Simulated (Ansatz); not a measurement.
C₂H₃F₃GeO₂ (`CC(=O)[O][Ge]([F])([F])[F]`). The species carries charge 0 and has multiplicity 1. All single points use the PBE0-D4/def2-TZVP geometry. It is one conformer, not always the lowest.

```xyz
11

C    -0.978    1.479   -0.928
C    -0.283    0.312   -0.345
O    -0.178   -0.800   -0.872
O     0.282    0.431    0.828
Ge    0.914   -1.310    0.913
F    -0.221   -2.550    1.193
F     2.238   -1.721   -0.075
F     1.660   -1.174    2.448
H    -1.772    1.797   -0.249
H    -1.389    1.227   -1.902
H    -0.273    2.309   -1.013
```

Problem. What is the dipole moment at PBE/def2-TZVPP? (Best estimate.)

Solution. Ansatz gave: 5.04 D, with components (-2.40, 3.89, -2.12) D in this frame, pointing from negative to positive charge.

Problem. And with r2SCAN, B3LYP, ωB97M-V? (Best estimate.)

Solution. Ansatz gave: r2SCAN 5.18 D, B3LYP 5.21 D, ωB97M-V 5.19 D.

Problem. Give the Mulliken charges with PBE, r2SCAN, B3LYP in def2-TZVPP. (Best estimate.)

Solution. The calculation gave: 
```
atom    PBE  r2SCAN  B3LYP
  C1  -0.24   -0.14  -0.23
  C2   0.29    0.41   0.36
  O3  -0.26   -0.34  -0.32
  O4  -0.28   -0.36  -0.35
 Ge5   1.02    1.17   1.19
  F6  -0.29   -0.33  -0.33
  F7  -0.29   -0.33  -0.33
  F8  -0.32   -0.36  -0.36
  H9   0.12    0.09   0.12
 H10   0.12    0.09   0.12
 H11   0.12    0.09   0.12
```

B3LYP here is the variant with VWN-RPA as its local correlation; programs differ in this.
